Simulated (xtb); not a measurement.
HKO, charge -1, doublet, from a rough starting geometry (GFN-xTB shapes and energies of metal compounds can be far from the true ones) (a state made from the parent by changing its charge; the spin is typed, not shown lowest); GFN2-xTB run with xtb 6.7.1.

Here is a job for xtb.
```
$ xtb mol.xyz --gfn 2 --chrg -1 --uhf 1 --opt vtight --json

# file mol.xyz
3

K     -1.15142255    -0.75757796    -0.97974648
O      0.41809462    -0.06468660     0.34080654
H      0.78069812     0.75091815     0.66925796
```

It wrote (shortened):

```
   ID    Z sym.   atoms
    1   19 K      1
    2    8 O      2
    3    1 H      3

           -------------------------------------------------
          |                Calculation Setup                |
           -------------------------------------------------

           -------------------------------------------------
          |                 G F N 2 - x T B                 |
           -------------------------------------------------

          ...................................................
          :                      SETUP                      :
          :.................................................:
          :  # basis functions                   9          :
          :  # atomic orbitals                   9          :
          :  # shells                            5          :
          :  # electrons                         9          :
          :  max. iterations                   250          :
          :  Hamiltonian                  GFN2-xTB          :
          :  restarted?                      false          :
          :  GBSA solvation                  false          :
          :  PC potential                    false          :
          :  electronic temp.          300.0000000     K    :
          :  accuracy                    1.0000000          :
          :  -> integral cutoff          0.2500000E+02      :
          :  -> integral neglect         0.1000000E-07      :
          :  -> SCF convergence          0.1000000E-05 Eh   :
          :  -> wf. convergence          0.1000000E-03 e    :
          :  Broyden damping             0.4000000          :
          :  net charge                         -1          :
          :  unpaired electrons                  1          :
          ...................................................

 iter      E             dE          RMSdq      gap      omega  full diag
   1     -2.9968841 -0.299688E+01  0.927E+01    1.07       0.0  T
   2     -4.8028208 -0.180594E+01  0.622E+01    1.52       1.0  T
   3     -4.8499435 -0.471227E-01  0.314E+01    2.32       1.0  T
   4     -4.8674715 -0.175280E-01  0.200E+01    2.55       1.0  T
   5     -4.8794471 -0.119756E-01  0.610E+00    2.67       1.0  T
   6     -4.8797116 -0.264459E-03  0.740E-01    2.62       1.0  T
   7     -4.8797773 -0.657131E-04  0.400E-01    2.62       1.0  T
   8     -4.8797779 -0.576465E-06  0.121E-01    2.61       1.0  T
   9     -4.8797791 -0.123168E-05  0.566E-02    2.60       1.0  T
  10     -4.8797791 -0.291461E-07  0.875E-03    2.61       6.6  T
  11     -4.8797791 -0.115238E-07  0.718E-03    2.61       8.0  T
  12     -4.8797791 -0.211291E-08  0.932E-04    2.61      62.0  T
  13     -4.8797791 -0.131175E-10  0.297E-04    2.61     194.1  T

   *** convergence criteria satisfied after 13 iterations ***

         :::::::::::::::::::::::::::::::::::::::::::::::::::::
         ::                     SUMMARY                     ::
         :::::::::::::::::::::::::::::::::::::::::::::::::::::
         :: total energy              -4.858449136889 Eh    ::
         :: gradient norm              0.030725670466 Eh/a0 ::
         :: HOMO-LUMO gap              2.605222052947 eV    ::
         ::.................................................::
         :: SCC energy                -4.879779138259 Eh    ::
         :: -> isotropic ES            0.263162635347 Eh    ::
         :: -> anisotropic ES         -0.023729418708 Eh    ::
         :: -> anisotropic XC         -0.004534592075 Eh    ::
         :: -> dispersion             -0.000563214464 Eh    ::
         :: repulsion energy           0.021330001370 Eh    ::
         :: add. restraining           0.000000000000 Eh    ::
         :: total charge              -1.000000000000 e     ::
         :::::::::::::::::::::::::::::::::::::::::::::::::::::

      -----------------------------------------------------------
     |                   =====================                   |
[...]
 * total energy  :    -4.8715009 Eh     change       -0.1754694E-03 Eh
 * total energy  :    -4.8715948 Eh     change       -0.9386131E-04 Eh
 * total energy  :    -4.8715986 Eh     change       -0.3800770E-05 Eh
 * total energy  :    -4.8716003 Eh     change       -0.1765061E-05 Eh
 * total energy  :    -4.8716010 Eh     change       -0.7037737E-06 Eh
 * total energy  :    -4.8716027 Eh     change       -0.1671324E-05 Eh
 * total energy  :    -4.8716153 Eh     change       -0.1259577E-04 Eh
 * total energy  :    -4.8716218 Eh     change       -0.6559465E-05 Eh
 * total energy  :    -4.8716261 Eh     change       -0.4225047E-05 Eh
 * total energy  :    -4.8716285 Eh     change       -0.2397675E-05 Eh
 * total energy  :    -4.8716288 Eh     change       -0.3603700E-06 Eh
 * total energy  :    -4.8716289 Eh     change       -0.1089964E-06 Eh
 * total energy  :    -4.8716289 Eh     change       -0.3005262E-08 Eh
   *** GEOMETRY OPTIMIZATION CONVERGED AFTER 19 ITERATIONS ***
[...]
         :::::::::::::::::::::::::::::::::::::::::::::::::::::
         :: total energy              -4.871628942168 Eh    ::
         :: gradient norm              0.000019000716 Eh/a0 ::
         :: HOMO-LUMO gap              2.942097511166 eV    ::
         ::.................................................::
         :: SCC energy                -4.887062641295 Eh    ::
         :: -> isotropic ES            0.258737618312 Eh    ::
         :: -> anisotropic ES         -0.020663406665 Eh    ::
         :: -> anisotropic XC         -0.003448282883 Eh    ::
         :: -> dispersion             -0.001419597007 Eh    ::
         :: repulsion energy           0.015433699127 Eh    ::
         :: add. restraining           0.000000000000 Eh    ::
         :: total charge              -0.999999999994 e     ::
         :::::::::::::::::::::::::::::::::::::::::::::::::::::

           -------------------------------------------------
          |                Property Printout                |
           -------------------------------------------------

    * Orbital Energies and Occupations

         #    Occupation            Energy/Eh            Energy/eV
      -------------------------------------------------------------
         1        2.0000           -0.3094352              -8.4202
         2        2.0000           -0.1783527              -4.8532
         3        2.0000           -0.0534289              -1.4539
         4        2.0000           -0.0534289              -1.4539
         5        1.0000           -0.0044698              -0.1216 (HOMO)
         6                          0.1036503               2.8205 (LUMO)
         7                          0.1036503               2.8205
         8                          0.2595482               7.0627
         9                          0.4918307              13.3834
      -------------------------------------------------------------
                  HL-Gap            0.1081201 Eh            2.9421 eV
             Fermi-level            0.0104788 Eh            0.2851 eV

     #   Z          covCN         q      C6AA      α(0)
     1  19 K        0.336    -0.078  3481.023   282.673
     2   8 O        1.141    -0.969    36.907     8.155
     3   1 H        0.804     0.047     2.395     2.431

 Mol. C6AA /au·bohr⁶  :       4055.753290
 Mol. C8AA /au·bohr⁸  :     696159.260867
 Mol. α(0) /au        :        293.258500

Wiberg/Mayer (AO) data.
largest (>0.10) Wiberg bond orders for each atom

 ---------------------------------------------------------------------------
     #   Z sym  total        # sym  WBO       # sym  WBO       # sym  WBO
 ---------------------------------------------------------------------------
     1  19 K    0.156 --     2 O    0.154
     2   8 O    1.150 --     3 H    0.996     1 K    0.154
     3   1 H    0.998 --     2 O    0.996
 ---------------------------------------------------------------------------

Topologies differ in total number of bonds
Writing topology from bond orders to xtbtopo.mol

molecular dipole:
                 x           y           z       tot (Debye)
 q only:       -0.590      -0.344      -0.495
   full:        0.500       0.413       0.431       1.979
molecular quadrupole (traceless):
                xx          xy          yy          xz          yz          zz
 q only:       -0.586      -1.410       0.578      -1.790      -1.196       0.008
  q+dip:       -2.622      -7.022       2.477      -8.530      -5.976       0.145
   full:       -2.722      -7.286       2.573      -8.852      -6.200       0.149

optimized geometry written to: xtbopt.xyz

           -------------------------------------------------
          | TOTAL ENERGY               -4.871628942168 Eh   |
          | GRADIENT NORM               0.000019000716 Eh/α |
          | HOMO-LUMO GAP               2.942097511166 eV   |
           -------------------------------------------------

normal termination of xtb
```
